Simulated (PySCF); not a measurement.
The same groups moved round the core (norbornane silyl). All species are isolated molecules in the gas phase. One relaxed conformer stands for each flexible species; it need not be the lowest. Strings in code marks are SMILES.

The HOMO from two functionals at the same geometries (PBE0-D3(BJ)/def2-SVP), both in PySCF: PBE-D3(BJ)/def2-TZVP and B3LYP-D3(BJ)/def2-TZVP. B3LYP has the VWN-RPA correlation part, as in Gaussian. 

```json
[
 {"species": "`[SiH3][C@]12CC[C@H](CC1)C2`", "PBE-D3(BJ)/def2-TZVP (eV)": "-6.88"},
 {"species": "`[SiH3][C@H]1[C@H]2CC[C@@H]1CC2`", "PBE-D3(BJ)/def2-TZVP (eV)": "-6.91"},
 {"species": "`[SiH3][C@@H]1C[C@@H]2CC[C@H]1C2`", "PBE-D3(BJ)/def2-TZVP (eV)": "-6.70"}
]
```

**Question.** What does B3LYP-D3(BJ)/def2-TZVP give for each?

**Answer.** 
- `[SiH3][C@]12CC[C@H](CC1)C2`: -7.89
- `[SiH3][C@H]1[C@H]2CC[C@@H]1CC2`: -8.05
- `[SiH3][C@@H]1C[C@@H]2CC[C@H]1C2`: -7.75
Over these rows, drawn at random from the members with no instability flagged (it was tested for open shells, ions and some series alone), PBE minus B3LYP-D3(BJ): mean +1.07 eV, from +1.01 eV to +1.14 eV.
